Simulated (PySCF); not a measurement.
**Correlation energy of Cl+ (chlorine, charge +1)**

[Ne] 3s2 3p4, high-spin 3P determinant. All numbers are calculated (PySCF 2.14, scalar relativity by spin-free X2C-1e, in Sapporo-DZP-2012 (5s4p2d, 27 functions)). Frozen: [Ne]; 6 electrons correlated.

MP2 pair energies summed by pair of shells (mhartree):

```json
{"pair": "3p-3p", "energy": "-45.57", "share (%)": "49.8"}
{"pair": "3s-3p", "energy": "-39.03", "share (%)": "42.6"}
{"pair": "3s-3s", "energy": "-6.92", "share (%)": "7.6"}
```

Total MP2 correlation energy: -91.52 mhartree.

Same-spin part -23.40 and opposite-spin part -68.12 mhartree; SCS-MP2 scales them by 1/3 and 6/5 to -89.55 mhartree.

```json
{"level": "CCSD", "correlation energy (mhartree)": "-113.56"}
{"level": "(T)", "correlation energy (mhartree)": "-1.41"}
{"level": "CCSD(T)", "correlation energy (mhartree)": "-114.97"}
```

Diagnostics: T1 = 0.0082, D1 = 0.0277, largest double amplitude 0.056.

Cost of the coupled-cluster step: 0.12 s of wall time on 1 thread of Intel(R) Xeon(R) 6975P-C (shared host), for 6 correlated electrons.
